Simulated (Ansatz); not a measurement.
`N#C[Si](F)(F)C#N` + `C1[SiH2]S1` → `N#C[SiH](F)F` + `N#C[SiH]1CS1` at 500 K and 1 bar (redistribution).

Calculated with Ansatz (gas phase, PBE0-D4/def2-TZVP geometries, no zero-point term in ΔE). CCSD(T)/CBS is the MP2 limit (def2-TZVPP, def2-QZVPP) plus CCSD(T) − MP2 in def2-TZVPP, frozen cores. This one scheme is used for every species.

```json
{"species": "`N#C[Si](F)(F)C#N`", "CCSD(T)/CBS energy (Eh)": "-674.28873", "H − E (kJ/mol)": "108.3", "S (J/(mol·K))": "415.9"}
{"species": "`C1[SiH2]S1`", "CCSD(T)/CBS energy (Eh)": "-727.30403", "H − E (kJ/mol)": "147.4", "S (J/(mol·K))": "318.9"}
{"species": "`N#C[SiH](F)F`", "CCSD(T)/CBS energy (Eh)": "-582.14390", "H − E (kJ/mol)": "97.0", "S (J/(mol·K))": "361.8"}
{"species": "`N#C[SiH]1CS1`", "CCSD(T)/CBS energy (Eh)": "-819.45492", "H − E (kJ/mol)": "159.8", "S (J/(mol·K))": "379.8"}
```

H − E and S are ideal-gas, rigid-rotor, harmonic terms from PBE0-D4/def2-TZVP, for one conformer and one mirror image of each species. 1 Eh = 2625.50 kJ/mol, R = 8.31446 J/(mol·K).

**Question.** By hand: ΔE, ΔH, ΔS and ΔG.

**Answer.** ΔE = (-582.14390) + (-819.45492) − (-674.28873) − (-727.30403) = -0.00606 Eh = -15.9 kJ/mol. Δ(H − E) = 97.0 + 159.8 − 108.3 − 147.4 = 1.1, so ΔH = -14.8 kJ/mol. ΔS = 361.8 + 379.8 − 415.9 − 318.9 = 6.8 J/(mol·K). ΔG = -14.8 − 500 × (6.8)/1000 = -18.2 kJ/mol.

**Question.** By hand: the equilibrium constant, and the temperature at which ΔG would vanish if ΔH and ΔS stayed fixed.

**Answer.** log₁₀ K = −ΔG/(RT ln 10) = 1.9. ΔH and −TΔS have one sign here, so there is no such temperature.

The number of gas molecules stays the same, so ΔS is small and ΔH decides. A doubt of 5 kJ/mol in ΔE shifts log₁₀ K by 0.5 here. Other conformers and mirror images would add mixing entropy, several J/(mol·K) or more a flexible species. These are equilibria of isolated gas molecules and say nothing of rates. Largest T1 diagnostic: 0.014 (customary marks: 0.02 for closed shells, 0.045 for open ones).

ΔS is within the doubt of such terms, so its sign, and with it that verdict, could turn.
